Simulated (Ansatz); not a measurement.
A nudged elastic band was laid between two geometries of ClF2GeH3O2 (9 atoms, charge 0, multiplicity 1).

Method: Ansatz 0.2.0, RKS PBE0/def2-SVP.

```
movable images  : 5
climbing image  : yes
spring          : 5.0 eV/Å²
optimiser       : quadratic models (default)
start path      : through a guess of the saddle point
force threshold : 0.03 eV/Å
iteration limit : 60
end points      : relaxed
```

Image 0:

```xyz
9
Properties=species:S:1:pos:R:3
Ge -0.033 0.069 0.070
F -0.474 -0.204 1.725
O 1.680 -0.086 -0.325
H 1.816 -0.895 -0.836
Cl -1.272 1.453 -0.960
F -0.574 -1.447 -0.591
O 0.902 1.833 1.077
H 1.837 1.633 0.913
H 0.749 1.662 2.017
```

Image 6:

```xyz
9
Properties=species:S:1:pos:R:3
Ge 0.472 0.214 -0.148
F -1.141 0.987 2.370
O 1.874 -0.029 -1.161
H 1.744 -0.656 -1.882
Cl -1.143 1.142 -1.141
F -0.056 -1.316 0.426
O 1.081 1.203 1.174
H 2.046 1.240 1.195
H -0.246 1.234 2.259
```

Task: Which bonds break or form, and what moves?

Result: Bonds broken: Ge1–F2, O7–H9. Bonds formed: F2–H9. ClF2GeH3O2 becomes ClFGeH2O2 + FH.

Task: What energy profile does the band end with?

Result: The forces met the threshold. The highest image is number 3 of 0 to 6, 0.93 eV above the first end and 0.46 eV above the last; the last end lies 0.47 eV above the first. A vibrational analysis at the climbing image gives one clearly imaginary mode, 618i cm⁻¹: a first-order saddle point. The orbitals stay closed-shell, which can raise the energy where a bond breaks towards radicals; this wasn't checked here.

```tsv
image	path coordinate (Å)	energy (eV)	Ge1–F2 (Å)	O7–H9 (Å)	F2–H9 (Å)
0	0.00	0.00	1.73	0.97	2.25
1	0.56	0.10	1.75	0.97	1.98
2	1.12	0.40	1.81	0.99	1.63
3	1.68	0.93	2.03	1.22	1.13
4	2.25	0.65	2.41	1.55	0.96
5	2.82	0.49	2.83	1.70	0.94
6	3.38	0.47	3.09	1.71	0.94
```

Task: What is the geometry of the highest image?

Result: 
```xyz
9
Properties=species:S:1:pos:R:3:forces:R:3
Ge 0.203 0.279 0.019 0.00 0.00 0.00
F -0.710 0.418 1.832 0.00 0.00 0.00
O 1.755 0.013 -0.779 0.00 0.00 0.00
H 1.766 -0.840 -1.232 0.00 0.00 0.00
Cl -1.201 1.366 -1.135 0.00 0.00 0.00
F -0.299 -1.381 0.091 0.00 0.00 0.00
O 1.001 1.574 1.142 -0.01 0.00 0.00
H 1.955 1.453 1.242 0.01 0.00 0.00
H 0.160 1.135 1.910 0.00 0.00 0.00
```

Task: What are the harmonic wavenumbers there?

Result: 618i, 48, 162, 170, 242, 261, 290, 392, 425, 457, 518, 677, 732, 738, 816, 927, 968, 1283, 1906, 3867, 3886 cm⁻¹.

Run time: 2.9 min on 4 threads of Intel(R) Xeon(R) Platinum 8259CL CPU @ 2.50GHz (Skylake/Cascade Lake), with other jobs on the host, peak memory 0.37 GiB.
